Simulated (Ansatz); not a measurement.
Start from `[CH3][SnH2]/[CH]=C\F` and change one atom or group (the configuration at the double bond changes too) to get `C#C/C=C/F`.

Ansatz, PBE0-D4/def2-TZVP geometries, multiplicity 1. Each molecule was computed in one conformer, which needn't be the lowest.

Elements past krypton have def2 core potentials.

```tsv
property	`[CH3][SnH2]/[CH]=C\F`
size of the dipole moment (B3LYP/def2-TZVPP) / D	1.05
LUMO energy (B3LYP/def2-TZVPP) / eV	-0.50
HOMO energy (PBE/def2-TZVPP) / eV	-6.38
HOMO–LUMO gap (B3LYP/def2-TZVPP) / eV	6.87
size of the dipole moment (ωB97M-V/def2-TZVPP) / D	1.05
LUMO energy (ωB97M-V/def2-TZVPP) / eV	1.46
```

Problem. Give the same properties after the change, and the shifts. (An estimate is asked.)

Solution. Computed: 
```json
{"property": "size of the dipole moment (B3LYP/def2-TZVPP) / D", "`C#C/C=C/F`": "0.78", "shift": "-0.27"}
{"property": "LUMO energy (B3LYP/def2-TZVPP) / eV", "`C#C/C=C/F`": "-1.11", "shift": "-0.61"}
{"property": "HOMO energy (PBE/def2-TZVPP) / eV", "`C#C/C=C/F`": "-6.01", "shift": "0.37"}
{"property": "HOMO–LUMO gap (B3LYP/def2-TZVPP) / eV", "`C#C/C=C/F`": "5.80", "shift": "-1.07"}
{"property": "size of the dipole moment (ωB97M-V/def2-TZVPP) / D", "`C#C/C=C/F`": "0.78", "shift": "-0.27"}
{"property": "LUMO energy (ωB97M-V/def2-TZVPP) / eV", "`C#C/C=C/F`": "1.23", "shift": "-0.23"}
```

With PBE0 the HOMO rises by 0.47 eV and the LUMO falls by 0.63 eV, so the gap narrows by about 1.10 eV. PBE moves the HOMO by 0.37 eV and ωB97M-V by 0.58 eV. Dipoles are sizes alone; their direction can turn.

B3LYP here is the variant with VWN-RPA as its local correlation; programs differ in this.
